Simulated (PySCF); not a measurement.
Compound: C₈H₁₅N.
Atom-mapped SMILES: `[CH2:1]=[C:2]1[CH2:3][C@H:4]1[CH2:5][NH:6][CH2:7][CH2:8][CH3:9]` (hydrogens: H10, H11 on C1; H12, H13 on C3; H14 on C4; H15, H16 on C5; H17 on N6; H18, H19 on C7; H20, H21 on C8; H22, H23, H24 on C9)

Cartesian coordinates in Å at the GFN2-xTB level; atoms count from 1:
```
atom  x, y, z in Å
C1    -4.237    0.978   -0.806
C2    -3.297    0.170   -0.391
C3    -2.693   -1.165   -0.423
C4    -2.076   -0.038    0.391
C5    -0.767    0.576   -0.051
N6     0.344   -0.188    0.485
C7     1.641    0.308    0.069
C8     2.753   -0.577    0.625
C9     4.134   -0.024    0.299
H10   -5.017    0.646   -1.474
H11   -4.275    2.009   -0.494
H12   -2.192   -1.477   -1.329
H13   -3.182   -1.975    0.100
H14   -2.166   -0.103    1.469
H15   -0.744    0.641   -1.156
H16   -0.686    1.596    0.341
H17    0.246   -1.161    0.205
H18    1.734    0.371   -1.032
H19    1.747    1.323    0.465
H20    2.654   -1.582    0.207
H21    2.625   -0.653    1.706
H22    4.258    0.968    0.727
H23    4.274    0.048   -0.777
H24    4.909   -0.672    0.703
```

Computed at PBE0/pcSseg-1 (PySCF, non-relativistic), with Q(14N) = 0.02044 b: N6, 14N (I = 1): χzz = -5.841 MHz, η = 0.068.

**Question.** Find the zero-field quadrupole resonance frequencies of 14N at N6.

**Answer.** From ν± = (3/4)|χ|(1 ± η/3) and ν0 = |χ|η/2: ν+ 4.480 MHz, ν− 4.281 MHz, ν0 0.199 MHz (secondary amine nitrogen).

In a crystal, neighbours and librations shift these lines. Isolated species at its GFN2-xTB geometry (one conformer only). GFN2-xTB bond lengths can be off by several hundredths of an ångström, more for odd bonds, and the gradients follow them. These gradients aren't converged with respect to the basis.
